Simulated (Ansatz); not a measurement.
`C[SiH](F)N=C=O` + `N[SiH3]` → `C[SiH](F)N[SiH3]` + `N=C=O`  (ligand exchange at the Si–N bond)

Computed with Ansatz on PBE0-D4/def2-TZVP structures; ΔE is electronic, products minus reactants. CCSD(T)/CBS adds triple-zeta CCSD(T) − MP2 to the extrapolated MP2 energy (def2 sets, frozen cores). This one scheme is used for every species. DFT in def2-TZVPP. Each species was taken in one conformer, which may not be the lowest.

Question: Is it downhill or uphill in electronic energy at CCSD(T)/CBS, and by how much? (Best estimate.)

Answer: The calculation gave: Uphill: ΔE = +25.7 kJ/mol.

Question: What do these levels give: r2SCAN-D4, PBE0-D4, r2SCAN, PBE0, HF/def2-TZVPP, MP2/def2-TZVPP, SCS-MP2/def2-TZVPP, CCSD/def2-TZVPP, HF/def2-QZVPP, SCS-MP2/def2-QZVPP, MP2/CBS(def2), CCSD/CBS(def2)? (An estimate is asked.)

Answer: The calculation gave: r2SCAN-D4 26.7, PBE0-D4 25.9, r2SCAN 27.8, PBE0 29.6, HF/def2-TZVPP 42.4, MP2/def2-TZVPP 28.1, SCS-MP2/def2-TZVPP 29.5, CCSD/def2-TZVPP 28.0, HF/def2-QZVPP 42.4, SCS-MP2/def2-QZVPP 29.7, MP2/CBS(def2) 28.3, CCSD/CBS(def2) 28.3 kJ/mol.

Largest T1 diagnostic among the species: 0.018.

In def2-TZVPP, CCSD(T) changes the Hartree–Fock value by −17.0 kJ/mol (the triples alone add −2.6 kJ/mol) and MP2 by −14.4 kJ/mol. The D4 term adds −6.7 kJ/mol with B3LYP and −3.8 kJ/mol with PBE0; it sums over pairs of atoms, weighted by their polarisabilities, and B3LYP, whose exchange is more repulsive, gets the larger term.

B3LYP here is the variant with VWN-RPA as its local correlation; programs differ in this.
